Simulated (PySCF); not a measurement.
Task: Write Cartesian coordinates for InChI=1S/C3H8GeS/c1-2-3-4-5/h2,5H,1,3-4H2 as optimised with PBE0-D3(BJ)/def2-SVP.

Result: 
```xyz
13
C3H8GeS angstrom
C     -1.5524    1.1497   -0.4705
C     -1.2227   -0.0667   -0.0217
C     -0.1820   -0.3527    1.0018
Ge     1.5135   -0.8932    0.1457
S      2.1524    0.7321   -1.2333
H     -2.3078    1.2815   -1.2491
H     -1.0890    2.0542   -0.0631
H     -1.7171   -0.9403   -0.4661
H     -0.4810   -1.1795    1.6664
H      0.0393    0.5298    1.6211
H      2.6461   -1.0392    1.1776
H      1.3132   -2.2200   -0.6164
H      0.8998    0.8928   -1.7232
```

Any rigid rotation of these coordinates is as good. Atoms count from 1 in this order. The 2 C–C bonds span 1.338 Å (C1=C2, drawn double) to 1.487 Å (C2–C3, drawn single), a spread of 0.149 Å. Of the pairs four or more bonds apart, C1···H13 is among the closest relative to their van der Waals radii: 2.77 Å, 95 % of the sum of Bondi's values. Ge4 (germanium bonded to C, S and 2 H) is distorted tetrahedral (angles from 105.9° to 111.5°).

Bonds between heavy atoms (Å): C1=C2 1.338, C2–C3 1.487, C3–Ge4 1.975, Ge4–S5 2.225.

Level of theory: PBE0-D3(BJ)/def2-SVP geometry optimisation, gas phase (PySCF).

Point group: C1 (no symmetry element, even within 0.4 Å). No PBE0-D3(BJ)/def2-SVP frequencies stand behind this structure, so it isn't proved a minimum. The numbers are those of one conformer (C1–C2–C3–Ge4 -98°, C2–C3–Ge4–S5 57°, C3–Ge4–S5–H -44°).
